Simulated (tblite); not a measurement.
Species: C5H15NSSi2.
Numbering: `[CH2:1]=[CH:2][N:3]([SiH2:4][S:5][SiH3:6])[CH:7]([CH3:8])[CH3:9]` (hydrogens: H10, H11 on C1; H12 on C2; H13, H14 on Si4; H15, H16, H17 on Si6; H18 on C7; H19, H20, H21 on C8; H22, H23, H24 on C9)

A start from a force field or distance geometry was refined with GFN2-xTB geometry optimisation, gas phase in tblite. Values at the start:

```tsv
coordinate	start
C1=C2	1.322 Å
C1–H10	1.062 Å
C1–H11	1.102 Å
C2–N3	1.439 Å
C2–H12	1.112 Å
N3–Si4	1.805 Å
N3–C7	1.468 Å
Si4–S5	2.134 Å
Si4–H13	1.447 Å
S5–Si6	2.144 Å
Si6–H15	1.479 Å
C7–C8	1.480 Å
C7–H18	1.112 Å
C8–H19	1.114 Å
C1–C2–N3	122.6°
C2–N3–Si4	121.3°
C2–N3–C7	120.0°
N3–Si4–S5	107.9°
N3–C7–C8	112.8°
Si4–N3–C7	118.7°
Si4–S5–Si6	107.2°
C8–C7–C9	110.6°
```

**Question.** How do these coordinates change at the GFN2-xTB level?

**Answer.** 
```
coordinate  GFN2-xTB (Å or °)  change
    N3–Si4              1.719  -0.086
     C2–N3              1.381  -0.058
     C7–C8              1.528  +0.048
    C2–H12              1.080  -0.032
    C1–H11              1.074  -0.028
    C8–H19              1.087  -0.027
   Si6–H15              1.458  -0.021
    C7–H18              1.093  -0.019
   Si4–H13              1.463  +0.016
    Si4–S5              2.149  +0.015
    C1–H10              1.074  +0.012
    S5–Si6              2.134  -0.010
     N3–C7              1.461  -0.007
     C1=C2              1.325  +0.003
Si4–S5–Si6              101.4    -5.8
 Si4–N3–C7              123.5    +4.8
  C1–C2–N3              126.6    +4.0
  C2–N3–C7              117.0    -3.0
 C2–N3–Si4              119.5    -1.8
  C8–C7–C9              111.8    +1.2
  N3–C7–C8              111.8    -1.0
 N3–Si4–S5              107.2    -0.7
```

The energy falls by 77.8 kJ/mol over 218 L-BFGS steps, the largest force on an atom goes from 2.55 to 0.009 eV/Å, and the atoms move by 0.803 Å rms after alignment. The bond that changes most is N3–Si4 (silicon-bound nitrogen to SiH2 silicon), which shortens by 0.086 Å. Bonds longer at the end by more than 0.005 Å: 5 of 23; shorter: 17. Among the dihedrals that turn most is H12–C2–N3–C7, from 67° to -4°. Rotational constants go from 1608, 523.5, 454.6 to 1589, 541.9, 447.2 MHz.

Its GFN2-xTB frequencies are all real (lowest 25 cm⁻¹). One conformer, not necessarily the lowest. 3 starts were optimised and ended at 0.00, 1.16 and 2.63 kcal/mol (GFN2-xTB); the lowest of these is shown.

All values are computed, not measured.
